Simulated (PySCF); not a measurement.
H$_{2}$Te, charge +1, doublet, geometry from GFN2-xTB (a state made from the parent by changing its charge; the spin is typed, not shown lowest) (all electrons, no relativity), atoms displaced at random by about 0.1 Å a coordinate; HF/3-21G in PySCF.

The PySCF input:
```python
from pyscf import gto, scf
from pyscf.geomopt import geometric_solver

mol = gto.Mole()
mol.atom = '''
    Te    0.12261947    0.10395494   -0.02390780
    H    -1.16972756   -1.13217443   -0.14655185
    H     1.12137396   -1.23028873   -0.09886480
'''
mol.basis = '3-21g'
mol.charge = 1
mol.spin = 1
mol.verbose = 3
mol.build()

def method(m):
    mf = scf.UHF(m)
    return mf

conv, mol_eq = geometric_solver.kernel(method(mol), maxsteps=100, convergence_set='NWCHEM_LOOSE')
print('optimisation converged:', conv)
print(mol_eq.tostring(format='xyz'))
mf = method(mol_eq)
mf.kernel()
```

It wrote (shortened):

```
Custom engine selected.
Bonds will be generated from interatomic distances less than 1.20 times sum of covalent radii
9 internal coordinates being used (instead of 9 Cartesians)
Internal coordinate system (atoms numbered from 1):
Distance 1-2
Distance 1-3
Angle 2-1-3
Translation-X 1-3
Translation-Y 1-3
Translation-Z 1-3
Rotation-A 1-3
Rotation-B 1-3
Rotation-C 1-3
<class 'geometric.internal.Distance'> : 2
<class 'geometric.internal.Angle'> : 1
<class 'geometric.internal.TranslationX'> : 1
<class 'geometric.internal.TranslationY'> : 1
<class 'geometric.internal.TranslationZ'> : 1
<class 'geometric.internal.RotationA'> : 1
<class 'geometric.internal.RotationB'> : 1
<class 'geometric.internal.RotationC'> : 1
> ===== Optimization Info: ====
> Job type: Energy minimization
> Maximum number of optimization cycles: 100
> Initial / maximum trust radius (Angstrom): 0.100 / 0.300
> Convergence Criteria:
> Will converge when all 5 criteria are reached:
>  |Delta-E| < 1.00e-06
>  RMS-Grad  < 3.00e-03
>  Max-Grad  < 4.50e-03
>  RMS-Disp  < 3.60e-03
>  Max-Disp  < 5.40e-03
> === End Optimization Info ===

Geometry optimization cycle 1
Cartesian coordinates (Angstrom)
 Atom        New coordinates             dX        dY        dZ
  Te   0.122619   0.103955  -0.023908    0.000000  0.000000  0.000000
   H  -1.169728  -1.132174  -0.146552    0.000000  0.000000  0.000000
   H   1.121374  -1.230289  -0.098865    0.000000  0.000000  0.000000

WARN: Mole.unit (angstrom) is changed to Bohr

converged SCF energy = -6583.52361112804  <S^2> = 0.77366595  2S+1 = 2.0235276
--------------- UHF_Scanner gradients ---------------
         x                y                z
0 Te     0.0236528857     0.0271473970     0.0025800147
1 H    -0.0136214792    -0.0250254072    -0.0021820562
2 H    -0.0100314065    -0.0021219899    -0.0003979585
----------------------------------------------
cycle 1: E = -6583.52361113  dE = -6583.52  norm(grad) = 0.0471695
Step    0 : Gradient = 2.723e-02/3.610e-02 (rms/max) Energy = -6583.5236111280
[...]
Geometry optimization cycle 2
Cartesian coordinates (Angstrom)
 Atom        New coordinates             dX        dY        dZ
  Te   0.048360   0.001703  -0.033270   -0.074259 -0.102252 -0.009362
   H  -1.189920  -1.043491  -0.140462   -0.020192  0.088684  0.006090
   H   1.215826  -1.216720  -0.095593    0.094452  0.013569  0.003272
converged SCF energy = -6583.52850739237  <S^2> = 0.76111912  2S+1 = 2.0110884
[...]
Step    1 : Displace = 1.056e-01/1.267e-01 (rms/max) Trust = 1.000e-01 (=) Grad = 1.666e-02/2.066e-02 (rms/max) E (change) = -6583.5285073924 (-4.896e-03) Quality = 0.688
converged SCF energy = -6583.52935587922  <S^2> = 0.76286407  2S+1 = 2.012823
Step    2 : Displace = 3.342e-02/4.579e-02 (rms/max) Trust = 1.000e-01 (=) Grad = 5.225e-03/6.783e-03 (rms/max) E (change) = -6583.5293558792 (-8.485e-04) Quality = 0.592
converged SCF energy = -6583.52950808343  <S^2> = 0.76222548  2S+1 = 2.0121883
[...]
Step    3 : Displace = 1.509e-02/2.046e-02 (rms/max) Trust = 1.000e-01 (=) Grad = 8.712e-04/1.086e-03 (rms/max) E (change) = -6583.5295080834 (-1.522e-04) Quality = 1.064
[...]
Geometry optimization cycle 5
Cartesian coordinates (Angstrom)
 Atom        New coordinates             dX        dY        dZ
  Te   0.070545   0.013874  -0.031835   -0.002138 -0.001222 -0.000142
   H  -1.212139  -1.060767  -0.142275   -0.001037  0.001822  0.000110
   H   1.215859  -1.211616  -0.095214    0.003175 -0.000600  0.000032
converged SCF energy = -6583.52951143428  <S^2> = 0.76220373  2S+1 = 2.0121667
--------------- UHF_Scanner gradients ---------------
         x                y                z
0 Te    -0.0003635885     0.0001457400     0.0000020826
1 H     0.0000859060     0.0001095000     0.0000101787
2 H     0.0002776826    -0.0002552400    -0.0000122613
----------------------------------------------
cycle 5: E = -6583.52951143  dE = -3.35085e-06  norm(grad) = 0.000561534
Step    4 : Displace = 2.640e-03/3.247e-03 (rms/max) Trust = 1.414e-01 (+) Grad = 3.242e-04/3.917e-04 (rms/max) E (change) = -6583.5295114343 (-3.351e-06) Quality = 0.670
[...]
Geometry optimization cycle 6
Cartesian coordinates (Angstrom)
 Atom        New coordinates             dX        dY        dZ
  Te   0.071086   0.013758  -0.031831    0.000541 -0.000116  0.000004
   H  -1.211932  -1.061042  -0.142291    0.000207 -0.000275 -0.000015
   H   1.215112  -1.211225  -0.095203   -0.000748  0.000391  0.000011
converged SCF energy = -6583.52951190946  <S^2> = 0.76218251  2S+1 = 2.0121456
--------------- UHF_Scanner gradients ---------------
         x                y                z
0 Te     0.0000076744    -0.0000522886    -0.0000036924
1 H     0.0000097852     0.0000201386     0.0000017277
2 H    -0.0000174596     0.0000321500     0.0000019647
----------------------------------------------
cycle 6: E = -6583.52951191  dE = -4.75177e-07  norm(grad) = 6.82147e-05
Step    5 : Displace = 6.149e-04/8.407e-04 (rms/max) Trust = 1.414e-01 (=) Grad = 3.938e-05/5.298e-05 (rms/max) E (change) = -6583.5295119095 (-4.752e-07) Quality = 0.942
[...]
Converged! =D

optimisation converged: True
3
XYZ from PySCF
Te          0.07108613        0.01375814       -0.03183089
H          -1.21193188       -1.06104183       -0.14229077
H           1.21511161       -1.21122453       -0.09520279

converged SCF energy = -6583.52951190978  <S^2> = 0.76217674  2S+1 = 2.0121399
```
